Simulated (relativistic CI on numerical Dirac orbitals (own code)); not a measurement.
## Tc+: sensitivity of the levels to the model

Base calculation: Dirac-Coulomb-Breit CI, KLI orbitals optimised for each configuration, QED by a radiative potential, valence Slater integrals scaled by 0.85, P86 correlation energy added to each configuration.

Configuration list (outside the closed core [Kr]): 4d5 5s, 4d6, 4d5 5p, 4d4 5s2, 4d5 5d, 4d4 5s 5p, 4d5 6s, 4d3 5s 5p2, 4d5 6p, 4d4 5s 4f, 4d5 7s, 4d5 6d. Levels of other configurations are missing.

Variants: (1) valence Slater integrals scaled by 0.75; (2) Slater integrals left unscaled; (3) configuration mixing switched off; (4) non-relativistic limit. Shifts of the energy above 4d5 5s 7S_3, in cm⁻¹, for the lowest level and the first level of each name with at least 55 % of one term (blank where a level changes its place among those of its configuration and J or its character, or is not in the variant):

```
      Level     Base     Δ(1)     Δ(2)     Δ(3)     Δ(4)
4d5 5s 7S_3      0.0      0.0      0.0      0.0      0.0
   4d6 5D_4   3664.9  -2306.6  +3432.5  +1206.4  -5643.3
   4d6 5D_3   4322.2  -2291.8  +3411.2  +1274.3  -6300.6
   4d6 5D_2   4733.9  -2292.8  +3408.2  +1318.6  -6712.3
   4d6 5D_1   4995.9  -2291.6  +3405.1  +1346.1  -6974.3
   4d6 5D_0   5122.4  -2291.5  +3403.9  +1359.5  -7100.8
4d5 5s 5S_2  15356.4  -1601.1  +2891.7   +774.9  -1631.9
   4d6 3P_2  17177.0  -4136.2  +5685.2  +1228.2  -5060.3
   4d6 3H_6  17205.1  -3872.3  +5804.3   +317.7  -6042.7
   4d6 3H_5  17310.1  -3870.1  +5792.4   +477.9  -6147.7
   4d6 3F_3  18193.7  -3890.9  +5806.6  +1394.6  -5748.7
   4d6 3F_2  18578.3  -3904.8  +5834.1  +1358.9  -6133.3
   4d6 3P_1  19089.2  -3815.3  +5692.3  +1497.9  -6972.5
   4d6 3G_5  19242.9  -3878.8  +5756.7  +1697.1  -5777.8
   4d6 3P_0  19429.1  -3872.2  +5757.0  +1761.6  -7312.4
   4d6 3G_4  19781.7  -3876.7  +5743.1  +1879.6  -6316.6
   4d6 3G_3  19857.9  -3856.4  +5713.7  +1991.5  -6392.8
   4d6 3D_2  21349.1  -3971.3  +5853.9  +3953.8  -4723.0
   4d6 3D_1  21375.1  -3962.8  +5826.0  +3987.8  -4749.0
   4d6 3D_3  21446.3  -3944.2  +5784.3  +4114.7  -4820.2
4d5 5s 5G_2  21993.0  -2622.8  +3890.9    +23.8   +122.6
4d5 5s 5G_3  22058.8  -2615.4  +3886.3    +16.3    +56.7
```

Correlation outside the listed configurations is missing or only estimated: errors of thousands of cm⁻¹ between configurations and terms are usual at this charge. Rates and lifetimes follow the computed energies and can be off by large factors. The fine structure of a lone outer electron comes out too small, for d and f at times inverted, and misplaced configurations move strength between like terms.

Ionisation energy from the two ground configurations alone: base 14.81 eV; valence Slater integrals scaled by 0.75 14.73 eV; Slater integrals left unscaled 14.92 eV. The NIST ASD value (semi-empirical) is 15.26 eV. The gap of more than 2 % comes from missing correlation, or from a tabulated value that is itself an estimate.

LS names give the leading component of a level, which can be under half, so a name can repeat, a term be missing and a line seem to break the LS rules.
